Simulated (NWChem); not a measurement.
System: C$_{4}$H$_{8}$S$_{2}$; SMILES C1CSCSC1

The following NWChem deck was run.

```
start job
memory heap 200 mb stack 900 mb global 1100 mb
geometry units angstroms
  C     -1.681037    -0.302692     0.000000
  C     -1.068322     0.258085     1.276409
  S      0.673550    -0.191059     1.528586
  C      1.348899     0.503296     0.000000
  S      0.673550    -0.191059    -1.528586
  C     -1.068322     0.258085    -1.276409
  H     -1.589046    -1.400978     0.000000
  H     -2.759387    -0.062410     0.000000
  H     -1.165207     1.357913     1.305368
  H     -1.590445    -0.134556     2.161925
  H      1.230830     1.599997     0.000000
  H      2.425520     0.279334     0.000000
  H     -1.590445    -0.134556    -2.161925
  H     -1.165207     1.357913    -1.305368
end
basis spherical
  * library sto-3g
end
dft
  xc hfexch
  iterations 150
end
driver
  maxiter 120
end
task dft optimize
task dft freq
```

NWChem printed, in part:

```
             Northwest Computational Chemistry Package (NWChem) 7.3.0
             --------------------------------------------------------

 CS  symmetry detected

                             Geometry "geometry" -> ""
                             -------------------------

 Output coordinates in angstroms (scale by  1.889725989 to convert to a.u.)

  No.       Tag          Charge          X              Y              Z
 ---- ---------------- ---------- -------------- -------------- --------------
    1 C                    6.0000    -1.69394768    -0.29419771     0.00000000
    2 C                    6.0000    -1.07304824     0.25750365    -1.27640900
    3 S                   16.0000     0.66202692    -0.21722005    -1.52858600
    4 C                    6.0000     1.34751892     0.46712331     0.00000000
    5 S                   16.0000     0.66202692    -0.21722005     1.52858600
    6 C                    6.0000    -1.07304824     0.25750365     1.27640900
    7 H                    1.0000    -1.61812582    -1.39371830     0.00000000
    8 H                    1.0000    -2.76864567    -0.03807586     0.00000000
    9 H                    1.0000    -1.15374088     1.35863808    -1.30536800
   10 H                    1.0000    -1.60089169    -0.12741280    -2.16192500
   11 H                    1.0000     1.24559857     1.56544276     0.00000000
   12 H                    1.0000     2.42072821     0.22734513     0.00000000
   13 H                    1.0000    -1.60089169    -0.12741280     2.16192500
   14 H                    1.0000    -1.15374088     1.35863808     1.30536800

 Effective nuclear repulsion energy (a.u.)     377.4583804923

      Symmetry information
      --------------------

 Group name             Cs
 Group number              2
 Group order               2
 No. of unique centers    10

                                Z-matrix (autoz)
                                --------

 Units are Angstrom for bonds and degrees for angles

[...]

      ----------------------
      Optimization converged
      ----------------------

  Step       Energy      Delta E   Gmax     Grms     Xrms     Xmax
  ---- ---------------- -------- -------- -------- -------- --------
@    7    -940.67379603 -2.1D-07  0.00002  0.00001  0.00043  0.00127
                                     ok       ok       ok       ok

                                Z-matrix (autoz)
                                --------

 Units are Angstrom for bonds and degrees for angles

[...]

 Rotational Constants
 --------------------
 A=   0.110422 cm-1  (  0.158869 K)
 B=   0.077026 cm-1  (  0.110821 K)
 C=   0.049814 cm-1  (  0.071670 K)

 Temperature                      =   298.15K
 frequency scaling parameter      =   1.0000

 Zero-Point correction to Energy  =   87.191 kcal/mol  (  0.138948 au)
 Thermal correction to Energy     =   90.676 kcal/mol  (  0.144501 au)
 Thermal correction to Enthalpy   =   91.268 kcal/mol  (  0.145445 au)

 Total Entropy                    =   76.932 cal/mol-K
   - Translational                =   40.244 cal/mol-K (mol. weight = 120.0067)
   - Rotational                   =   27.722 cal/mol-K (symmetry #  =        1)
   - Vibrational                  =    8.967 cal/mol-K

 Cv (constant volume heat capacity) =   19.742 cal/mol-K
   - Translational                  =    2.979 cal/mol-K
   - Rotational                     =    2.979 cal/mol-K
   - Vibrational                    =   13.783 cal/mol-K

[normal modes left out]

 ----------------------------------------------------------------------------
 Normal Eigenvalue ||           Projected Infra Red Intensities
  Mode   [cm**-1]  || [atomic units] [(debye/angs)**2] [(KM/mol)] [arbitrary]
 ------ ---------- || -------------- ----------------- ---------- -----------
    1       -0.000 ||    0.000066           0.002         0.065       0.236
    2       -0.000 ||    0.000147           0.003         0.144       0.525
    3       -0.000 ||    0.000136           0.003         0.133       0.485
    4        0.000 ||    0.000040           0.001         0.039       0.143
    5        0.000 ||    0.000006           0.000         0.005       0.020
    6        0.000 ||    0.000271           0.006         0.264       0.964
    7      192.013 ||    0.000678           0.016         0.661       2.414
    8      225.690 ||    0.000846           0.020         0.824       3.010
    9      352.187 ||    0.001267           0.029         1.236       4.512
   10      373.871 ||    0.000002           0.000         0.002       0.009
   11      388.840 ||    0.000744           0.017         0.725       2.647
   12      547.434 ||    0.000098           0.002         0.095       0.347
   13      820.810 ||    0.001139           0.026         1.111       4.055
   14      864.851 ||    0.000725           0.017         0.707       2.582
   15      899.128 ||    0.000775           0.018         0.756       2.760
   16      967.532 ||    0.000183           0.004         0.178       0.652
   17      983.827 ||    0.005164           0.119         5.034      18.382
   18     1038.617 ||    0.001080           0.025         1.053       3.845
   19     1084.658 ||    0.007300           0.168         7.116      25.984
   20     1127.506 ||    0.006484           0.150         6.321      23.081
   21     1226.084 ||    0.000931           0.021         0.907       3.312
   22     1262.850 ||    0.000041           0.001         0.040       0.145
   23     1349.564 ||    0.000079           0.002         0.077       0.281
   24     1417.185 ||    0.003401           0.078         3.315      12.105
   25     1455.972 ||    0.007506           0.173         7.318      26.719
   26     1515.070 ||    0.005428           0.125         5.291      19.320
   27     1536.305 ||    0.016261           0.375        15.852      57.882
   28     1623.430 ||    0.003717           0.086         3.624      13.232
   29     1632.378 ||    0.021957           0.507        21.405      78.155
   30     1680.380 ||    0.001801           0.042         1.756       6.411
   31     1805.960 ||    0.000517           0.012         0.504       1.839
   32     1811.585 ||    0.001133           0.026         1.104       4.032
   33     1816.200 ||    0.000016           0.000         0.016       0.057
   34     1828.493 ||    0.000875           0.020         0.853       3.115
   35     3571.895 ||    0.006181           0.143         6.025      22.001
   36     3589.069 ||    0.003347           0.077         3.263      11.912
   37     3589.258 ||    0.007085           0.163         6.907      25.220
   38     3599.789 ||    0.002987           0.069         2.912      10.633
   39     3702.679 ||    0.001282           0.030         1.250       4.565
   40     3709.874 ||    0.001975           0.046         1.925       7.030
   41     3710.200 ||    0.000076           0.002         0.074       0.270
   42     3719.104 ||    0.004246           0.098         4.139      15.113
 ----------------------------------------------------------------------------
```

Level: Hartree-Fock/STO-3G.
